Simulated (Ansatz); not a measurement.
Gas-phase electronic energies from Ansatz, PBE0-D4/def2-TZVP geometries. CCSD(T)/CBS adds triple-zeta CCSD(T) − MP2 to the extrapolated MP2 energy (def2 sets, frozen cores). DFT in def2-TZVPP. B3LYP here is the variant with VWN-RPA as its local correlation; programs differ in this. One conformer a species, not always the lowest.

`CCC[SiH2]Cl` + `O=CC(O)F` → `O=CC(F)[SiH2]Cl` + `CCCO`  (formal exchange of groups at the Si–C bond)

```tsv
species	B3LYP energy (Eh)
`CCC[SiH2]Cl`	-869.60046
`O=CC(O)F`	-328.43339
`O=CC(F)[SiH2]Cl`	-1003.57155
`CCCO`	-194.44170
```

Work out ΔE.

ΔE = (-1003.57155) + (-194.44170) − (-869.60046) − (-328.43339) = 0.02060 Eh = +54.1 kJ/mol. CCSD(T)/CBS gives +60.0 kJ/mol.

Largest T1 diagnostic among the species: 0.014.

In def2-TZVPP, CCSD(T) changes the Hartree–Fock value by +7.1 kJ/mol (the triples alone add +1.6 kJ/mol) and MP2 by +9.9 kJ/mol.
